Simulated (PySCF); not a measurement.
## BI⁺ at PBE0

Computed with PBE0; B x2c-SVPall, I x2c-SVPall; spin-free X2C with a Gaussian nucleus (PySCF 2.14).

```
state                                                                                                             : ²Π (doublet), unpaired electrons π ↑, a second solution, started from another occupation
bond length                                                                                                       : 2.492 Å
harmonic wavenumber                                                                                               : 345 cm⁻¹
force constant                                                                                                    : 0.709 mdyn/Å
rotational constant Be                                                                                            : 0.2679 cm⁻¹
anharmonicity ωexe                                                                                                : 2.29 cm⁻¹
vibration–rotation constant αe                                                                                    : 0.00254 cm⁻¹
energy of the minimum from ground-state B⁺ + I                                                                    : -1.80 eV
bond order (Mayer)                                                                                                : 0.83
dipole moment (positive dipole points towards I; it is taken about the centre of mass and depends on that origin) : -3.58 D
```

These are scalar-relativistic numbers at best; spin–orbit coupling would shift them, the dissociation energy most. For an ion De counts to the pair picked by the measured ionisation energies or electron affinities, which need not be the lowest pair at this level.
